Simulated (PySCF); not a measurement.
Distorted geometries of Ho(SH)3

Ho(SH)3 (singlet in the valence; each metal's 4f electrons, 10 of them, lie in its core potential, out of spins and levels). PySCF 2.14.0, RKS BP86, Ho lcecp-1-SVP with ECP56, S def2-SVP, H def2-SVP; non-relativistic Hamiltonian with scalar-relativistic core potentials where named; density fitting; no spin-orbit coupling. Relaxed geometry:

```xyz
7

Ho    0.0000    0.0000    0.8727
S     2.5397    0.4144    0.9774
H     2.8312   -0.9216    0.9635
S    -1.6287    1.9923    0.9774
H    -0.6175    2.9127    0.9635
S    -0.9110   -2.4066    0.9774
H    -2.2137   -1.9911    0.9635
```

Task: Order these distorted geometries by energy above the relaxed one, lowest first.
A.
```xyz
7

Ho   -0.0332    0.0422    0.9788
S     2.5265    0.3092    0.9211
H     2.8901   -0.8591    0.9226
S    -1.7418    1.7988    0.8807
H    -0.5536    3.0055    1.0957
S    -0.8559   -2.2906    0.9423
H    -2.2321   -2.0058    0.9542
```
B.
```xyz
7

Ho    0.0477    0.0052    0.8383
S     2.5982    0.2651    1.0445
H     2.9148   -0.9517    1.0701
S    -1.6700    2.0260    1.0770
H    -0.7035    2.9164    0.8530
S    -0.8354   -2.2468    0.8922
H    -2.3518   -2.0142    0.9203
```
C.
```xyz
7

Ho    0.0854    0.0633    0.9533
S     2.5775    0.4387    0.8891
H     2.7606   -0.9487    0.9404
S    -1.6722    1.9454    0.9366
H    -0.6007    2.9771    1.0468
S    -0.9408   -2.4860    0.9946
H    -2.2096   -1.9898    0.9345
```

Result: C (0.30 eV), B (0.63 eV), A (1.30 eV).

Task: Which forces (eV/Å) act in the one that lies 0.63 eV up?

Result: 
```
Ho   0.01  2.08  0.03
S   -0.77  3.42 -0.07
H    0.85 -3.39  0.06
S   -0.18 -1.08  0.04
H    0.63  0.65 -0.11
S   -3.18 -1.41  0.09
H    2.65 -0.28 -0.05
```
Forces carry noise of the integration grid, about 0.01 to 0.03 eV/Å.

An lcecp potential fixes the number of 4f electrons, so in runs with it no electron can move into or out of that shell.
